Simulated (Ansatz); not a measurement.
CH2ClFOSi, SMILES `FC1(Cl)O[SiH2]1`, relaxed with RKS PBE0-D4/def2-TZVP in the Gaussian-basis code of Ansatz from a PBE-D4/def2-SVP geometry. The force threshold is 0.005 eV/Å; the program also tests the step.

The species carries charge 0 and has multiplicity 1.

Start:

```xyz
7

F    -0.736    1.457   -1.165
C    -0.034    0.843   -0.184
Cl    1.235    1.964    0.410
O    -0.832    0.298    0.812
Si    0.059   -0.995    0.025
H    -0.799   -1.925   -0.769
H     1.106   -1.643    0.871
```

```json
{"step": "1", "energy (eV)": "-26222.7931", "largest force (eV/Å)": "1.226", "largest move (Å)": "0.000"}
{"step": "2", "energy (eV)": "-26222.8382", "largest force (eV/Å)": "0.957", "largest move (Å)": "0.020"}
{"step": "3", "energy (eV)": "-26222.8604", "largest force (eV/Å)": "0.314", "largest move (Å)": "0.025"}
{"step": "4", "energy (eV)": "-26222.8632", "largest force (eV/Å)": "0.190", "largest move (Å)": "0.009"}
{"step": "5", "energy (eV)": "-26222.8642", "largest force (eV/Å)": "0.073", "largest move (Å)": "0.004"}
{"step": "6 (rejected)", "energy (eV)": "-26222.8641", "largest force (eV/Å)": "0.121", "largest move (Å)": "0.006"}
{"step": "7", "energy (eV)": "-26222.8644", "largest force (eV/Å)": "0.006", "largest move (Å)": "0.003"}
{"step": "8", "energy (eV)": "-26222.8644", "largest force (eV/Å)": "0.004", "largest move (Å)": "0.002"}
```

End:

```xyz
7

F    -0.729    1.435   -1.151
C    -0.010    0.826   -0.192
Cl    1.211    1.947    0.398
O    -0.813    0.280    0.809
Si    0.033   -0.975    0.054
H    -0.780   -1.888   -0.772
H     1.089   -1.625    0.853
```

Hardware: 2 threads of an Arm Neoverse V2 on a shared host. Wall time 35 s, peak host memory 0.42 GiB.
